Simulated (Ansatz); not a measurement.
`COC[SiH2]C`. Total charge 0; spin multiplicity 1. Geometry: relaxed with PBE0-D4/def2-TZVP. It is one conformer, not always the lowest.

```xyz
15

C     0.717   -0.134   -2.022
O     1.206   -0.632   -0.808
C     1.196    0.332    0.229
Si   -0.527    0.715    0.940
C    -1.418   -0.874    1.350
H     0.795   -0.935   -2.757
H    -0.333    0.180   -1.950
H     1.306    0.727   -2.368
H     1.701    1.256   -0.093
H     1.803   -0.086    1.039
H    -0.313    1.548    2.158
H    -1.341    1.525   -0.011
H    -0.865   -1.445    2.100
H    -2.420   -0.680    1.738
H    -1.509   -1.497    0.457
```

(1) What is the dipole moment at PBE/def2-TZVPP? (An estimate is asked.)

(2) And with r2SCAN, B3LYP, ωB97M-V? (An estimate is asked.)

(3) Give the Mulliken charges with PBE, ωB97M-V, B3LYP in def2-TZVPP. (Estimate.)

## Answers

(1) Ansatz gave: 0.38 D, with components (-0.24, 0.17, -0.23) D in this frame, pointing from negative to positive charge.

(2) Computed: r2SCAN 0.41 D, B3LYP 0.50 D, ωB97M-V 0.50 D.

(3) The calculation gave: 
```json
{"atom": "C1", "PBE": "-0.13", "ωB97M-V": "-0.17", "B3LYP": "-0.11"}
{"atom": "O2", "PBE": "-0.26", "ωB97M-V": "-0.31", "B3LYP": "-0.33"}
{"atom": "C3", "PBE": "-0.06", "ωB97M-V": "-0.16", "B3LYP": "-0.07"}
{"atom": "Si4", "PBE": "0.21", "ωB97M-V": "0.23", "B3LYP": "0.30"}
{"atom": "C5", "PBE": "-0.36", "ωB97M-V": "-0.43", "B3LYP": "-0.37"}
{"atom": "H6", "PBE": "0.11", "ωB97M-V": "0.13", "B3LYP": "0.11"}
{"atom": "H7", "PBE": "0.08", "ωB97M-V": "0.10", "B3LYP": "0.08"}
{"atom": "H8", "PBE": "0.08", "ωB97M-V": "0.11", "B3LYP": "0.08"}
{"atom": "H9", "PBE": "0.07", "ωB97M-V": "0.10", "B3LYP": "0.07"}
{"atom": "H10", "PBE": "0.10", "ωB97M-V": "0.13", "B3LYP": "0.10"}
{"atom": "H11", "PBE": "-0.07", "ωB97M-V": "-0.04", "B3LYP": "-0.09"}
{"atom": "H12", "PBE": "-0.07", "ωB97M-V": "-0.04", "B3LYP": "-0.08"}
{"atom": "H13", "PBE": "0.10", "ωB97M-V": "0.12", "B3LYP": "0.10"}
{"atom": "H14", "PBE": "0.11", "ωB97M-V": "0.12", "B3LYP": "0.10"}
{"atom": "H15", "PBE": "0.11", "ωB97M-V": "0.12", "B3LYP": "0.11"}
```

B3LYP here is the variant with VWN-RPA as its local correlation; programs differ in this.
